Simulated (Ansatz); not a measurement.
Cost and result for the atomization energy of C3H5AlO (`C=[C]1[O][Al]1[CH3]`) (10 atoms, 10 bonds).

| atom | x (Å) | y (Å) | z (Å) |
| --- | --- | --- | --- |
| C1 | 1.412 | -0.086 | -2.277 |
| C2 | 0.610 | 0.001 | -1.230 |
| O3 | -0.754 | 0.392 | -1.236 |
| Al4 | -0.285 | 0.036 | 0.389 |
| C5 | -1.007 | -0.013 | 2.177 |
| H6 | 1.061 | 0.151 | -3.277 |
| H7 | 2.440 | -0.397 | -2.148 |
| H8 | -0.229 | 0.132 | 2.930 |
| H9 | -1.482 | -0.980 | 2.366 |
| H10 | -1.765 | 0.764 | 2.306 |

Charge 0, multiplicity 1. The structure was optimised at the PBE0-D4/def2-TZVP level. Program: Ansatz. All runs use 2 threads of an Intel Xeon 6975P-C on a shared host. Times are those of one run each, without the atoms' runs, and a repeat can differ threefold. Electronic energies, without spin–orbit coupling; frozen cores. CCSD(T)/CBS adds CCSD(T) − MP2 in def2-TZVPP to the MP2 limit, and its time is that of the two runs behind it. T1 = 0.016. B3LYP takes the VWN-RPA correlation (the form of Gaussian; ORCA's B3LYP/G). HSE06 is the plane-wave form, built on full-range PBE exchange.

CCSD(T)/CBS is a level of theory with its own doubt, some kJ/mol a heavy atom from the limit and from the frozen cores, so smaller differences don't rank the functionals.

```csv
level,functions,wall time,atomization (kJ/mol),difference from CCSD(T)/CBS,per bond
revPBE-D4/def2-TZVPP,236,1.8 s,3947.4,8.7,0.9
PBE-D4/def2-TZVPP (with forces),236,2.7 s,4058.1,119.4,11.9
HSE06-D4/def2-TZVPP,236,3.4 s,3964.6,25.9,2.6
CAM-B3LYP-D4/def2-TZVPP,236,3.5 s,3952.1,13.4,1.3
r2SCANh-D4/def2-TZVPP,236,4.4 s,3940.7,2.0,0.2
CCSD(T)/def2-SVP,99,4.5 s,3731.2,-207.5,-20.7
B3LYP-D4/def2-TZVPP (with forces),236,4.6 s,3937.0,-1.7,-0.2
B2PLYP/def2-TZVPP,236,5.5 s,3906.6,-32.1,-3.2
PBE-QIDH/def2-TZVPP,236,6.5 s,3923.4,-15.3,-1.5
ωB97M-V/def2-TZVPP (with forces),236,11 s,3954.6,15.9,1.6
MP2/def2-QZVPP,448,23 s,3993.6,54.9,5.5
CCSD(T)/def2-TZVPP,236,2.6 min,3832.9,-105.8,-10.6
CCSD(T)/CBS(def2),–,3 min,3938.7,0.0,0.0
```

At CCSD(T), def2-SVP lies −207.5 kJ/mol from the extrapolated value and def2-TZVPP −105.7 kJ/mol: correlation converges slowly with the basis, and small sets miss more of it in the bonded molecule than in its fragments. From PBE to PBE0 (25 % exact exchange), in def2-TZVPP and without D4, the atomization energy moves by −94.7 kJ/mol: exact exchange takes away binding that semilocal exchange gives to molecules. In def2-TZVPP, CCSD(T) changes the Hartree–Fock value by +1020.7 kJ/mol (the triples alone add +74.1 kJ/mol) and MP2 by +1118.6 kJ/mol; breaking electron pairs costs correlation energy, which Hartree–Fock lacks.
